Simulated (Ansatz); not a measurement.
Ansatz results at the PBE0-D4/def2-TZVP geometry: HOMO energy (PBE/def2-TZVPP) -7.21 eV; HOMO–LUMO gap (B3LYP/def2-TZVPP) 7.54 eV; HOMO energy (B3LYP/def2-TZVPP) -8.20 eV.

Each molecule was computed in one conformer, which needn't be the lowest.

Task: Which molecule gave them?
A. `O[SiH2][NH][GeH2][OH]`
B. `F[Si](F)(Cl)S[SiH2]Cl`
C. `O[Si](O)(O)N[Si](O)(O)O`
D. `O[Si](O)(F)N[SiH2]F`

Result: B. The others give `O[SiH2][NH][GeH2][OH]`: -6.25, 7.26, -7.40; `O[Si](O)(O)N[Si](O)(O)O`: -6.40, 7.53, -7.67; `O[Si](O)(F)N[SiH2]F`: -7.09, 8.21, -8.31.

B3LYP here is the variant with VWN-RPA as its local correlation; programs differ in this.
